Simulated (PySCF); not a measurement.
Structure with atom numbers: `[CH2:1]=[C:2]1[O:3][CH:4]=[C:5]1[B:6]([F:7])[F:8]`. Hydrogens are named by the atom that carries them. Ha(C1) is cis to O3; Hb(C1) is trans to O3.

Geometry: PBE0-D3(BJ)/def2-SVP; GIAO shifts from PySCF 2.14, gas phase, non-relativistic, averaged over equivalent atoms.

At KT2/pcSseg-1 (151 basis functions, 22 s wall time on 1 thread of an Arm Neoverse V1, shared host):
```
 atoms  δ (ppm)
    C4    172.4
    C2    163.5
    C5     98.6
    C1     90.4
    O3    263.8
    B6     17.2
 F7/F8   -115.6
 H(C4)     7.78
Ha(C1)     4.90
Hb(C1)     4.72
```

Chemical shifts δ = σref − σ; 13C (σref 183.22), 1H (σref 31.18) vs TMS; 17O (σref 330.66) vs H2O; 11B (σref 99.90) against BF3·OEt2; 19F (σref 138.57) against CFCl3, all at this level.

**Question.** Estimate the result of repeating the calculation with HF/pcSseg-1.

**Answer.** 
| atoms | δ at HF/pcSseg-1 | change |
| --- | --- | --- |
| C4 | 194.5 | +22.1 |
| C2 | 167.2 | +3.7 |
| C5 | 104.8 | +6.2 |
| C1 | 96.6 | +6.2 |
| O3 | 210.8 | -53.0 |
| B6 | 23.1 | +5.9 |
| F7/F8 | -62.9 | +52.7 |
| H(C4) | 8.07 | +0.29 |
| Ha(C1) | 5.20 | +0.30 |
| Hb(C1) | 4.89 | +0.17 |

References, each an isolated molecule treated in the same way: TMS for 13C (190.85 ppm) and 1H (31.69 ppm); 17O (333.31 ppm) vs H2O; 11B (115.29 ppm) against BF3·OEt2; 19F (246.35 ppm) vs CFCl3.

The largest change is at O3 (ether oxygen). Cost: 151 basis functions, 7.1 s wall time on 1 thread of an Arm Neoverse V1, shared host. The order of the carbon signals is the same at both levels.

A carbon bonded to boron is broadened by the quadrupolar boron nucleus and is often missing from a measured spectrum. Unscaled 19F shifts against computed CFCl3 carry errors that often reach 10 to 50 ppm. Unscaled 17O shifts of doubly bonded oxygen tend to come out too high, by tens of ppm or more. Experimental scales use liquid or dissolved standards, which lie at an offset from isolated H2O (liquid H2O: subtract about 36 ppm).
